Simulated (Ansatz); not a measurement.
Diatomic YH, multiplicity 3 (an upper state: multiplicity 1 came lower at CCSD(T)/def2-TZVPP on PBE0 minima). No spin–orbit coupling.

The constants come from a fifth-degree fit in 1/R (seven points, main isotopes). Runs in def2 and cc sets follow the lowest solution found near the PBE0 minimum.

Correlated levels freeze the inner cores; with def2 sets outer-core shells near the valence are correlated too.

The values were computed with Ansatz (a quantum-chemistry and plane-wave program) with Gaussian orbitals. Each number belongs to the level named beside it. In def2 rows elements past Kr take small-core potentials, without spin–orbit coupling.

```json
[
 {"level": "PBE/def2-TZVPP", "r_e (Å)": "1.975", "ω_e (cm⁻¹)": "1412", "ω_e x_e (cm⁻¹)": "20", "dipole (D)": "2.93"},
 {"level": "PBE0/def2-TZVPP", "r_e (Å)": "1.976", "ω_e (cm⁻¹)": "[?]", "ω_e x_e (cm⁻¹)": "19", "dipole (D)": "3.05"},
 {"level": "wB97X-V/def2-TZVPP", "r_e (Å)": "1.995", "ω_e (cm⁻¹)": "1420", "ω_e x_e (cm⁻¹)": "17", "dipole (D)": "3.00"},
 {"level": "CCSD/def2-TZVPP", "r_e (Å)": "2.001", "ω_e (cm⁻¹)": "1402", "ω_e x_e (cm⁻¹)": "19", "dipole (D)": "-"},
 {"level": "CCSD(T)/def2-TZVPP", "r_e (Å)": "[?]", "ω_e (cm⁻¹)": "[?]", "ω_e x_e (cm⁻¹)": "19", "dipole (D)": "-"}
]
```

What belongs in the gaps?


- CCSD(T)/def2-TZVPP, r_e (Å): 1.999
- CCSD(T)/def2-TZVPP, ω_e (cm⁻¹): 1399
- PBE0/def2-TZVPP, ω_e (cm⁻¹): 1432
